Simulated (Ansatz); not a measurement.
Saddle point of GeSiH$_{6}$Cl, doublet (SiH₃Cl ([SiH3][Cl]) + GeH₃ → GeH₃Cl ([Cl][GeH3]) + SiH₃; bonds formed: Cl1–Ge3; bonds broken: Cl1–Si2), PBE0-D4/def2-TZVP structure:

```json
{"atom": "Cl1", "x (Å)": "-0.0226", "y (Å)": "0.0449", "z (Å)": "-0.0039"}
{"atom": "Si2", "x (Å)": "0.6642", "y (Å)": "-2.0987", "z (Å)": "1.0230"}
{"atom": "Ge3", "x (Å)": "-0.6611", "y (Å)": "2.0864", "z (Å)": "-1.0156"}
{"atom": "H4", "x (Å)": "0.9874", "y (Å)": "-1.8363", "z (Å)": "2.4475"}
{"atom": "H5", "x (Å)": "1.8545", "y (Å)": "-2.5897", "z (Å)": "0.2857"}
{"atom": "H6", "x (Å)": "-0.4715", "y (Å)": "-3.0456", "z (Å)": "0.8977"}
{"atom": "H7", "x (Å)": "-2.1113", "y (Å)": "2.3696", "z (Å)": "-0.6009"}
{"atom": "H8", "x (Å)": "0.2952", "y (Å)": "3.1703", "z (Å)": "-0.4999"}
{"atom": "H9", "x (Å)": "-0.5349", "y (Å)": "1.8993", "z (Å)": "-2.5336"}
```

Energies are electronic, without zero-point energy. Barriers and step energies count from the start structure reached by relaxing down the imaginary mode; all methods use the PBE0-D4 structures, on which another method's saddle can fall below an end. Program: Ansatz 0.2.0. Basis: def2-TZVPP, with def2-QZVPP for the basis limit. Cores are frozen in the correlated methods; orbitals are unrestricted. Filled d shells of the heavier atoms are correlated. The def2 sets are not built for correlating such inner shells, so the correlated values are less sure here. B3LYP uses VWN-RPA correlation. Extrapolation: Hartree–Fock as exp(−7.88 √X), correlation as X^−2.97.

```tsv
method	barrier (kJ/mol)	step energy (kJ/mol)
SPW92	35.2	42.6
PBE-D4	53.1	41.5
BLYP-D4	58.8	44.7
r2SCAN-D4	?	43.6
B97M-V	75.1	40.0
PBE0-D4	?	43.3
B3LYP-D4	74.8	46.3
r2SCAN0-D4	84.5	45.4
BHLYP-D4	98.3	47.8
CAM-B3LYP-D4	92.3	47.3
wB97X-V	98.1	46.8
wB97M-V	98.2	55.7
B2PLYP	88.7	47.0
PBE-QIDH	?	45.4
RPA on PBE	94.9	41.6
HF	155.8	45.3
MP2	103.4	46.6
CCSD	108.1	45.1
CCSD(T)	99.1	44.5
```

**Question.** Fill in the withheld barriers. (To be estimated.)

**Answer.** By the calculation: r2SCAN-D4 70.9; PBE-QIDH 95.4; PBE0-D4 74.2 kJ/mol. Each is the energy of the saddle less that of the start structure, by the same method.

For comparison, the barrier by CCSD(T) at an estimated basis limit (MP2 extrapolated from triple and quadruple zeta, plus CCSD(T) − MP2 in triple zeta) is 94.5 kJ/mol.

T1 diagnostic: at most 0.015. ⟨S²⟩ of the unrestricted Hartree–Fock references: 0.75 to 0.79 (a pure state has 0.75). The start structure is not quite a true minimum (one mode of 49i cm⁻¹). The end structure is not quite a true minimum (one mode of 56i cm⁻¹).

Radical steps of this kind take place in plasma deposition and etching.

Labels in which every atom is bracketed show which atoms are joined, not bond orders.

For scale, one of the runs: CCSD(T)/def2-TZVPP, 216 basis functions, launched by `ansatz run in.yaml --threads 8 --pin off --events-out ev --progress --plain --max-ram 19148MiB`. Hardware: 8 CPU threads of an Arm Neoverse V2, shared host. Wall time 2.8 min; peak host memory 7.8 GiB.
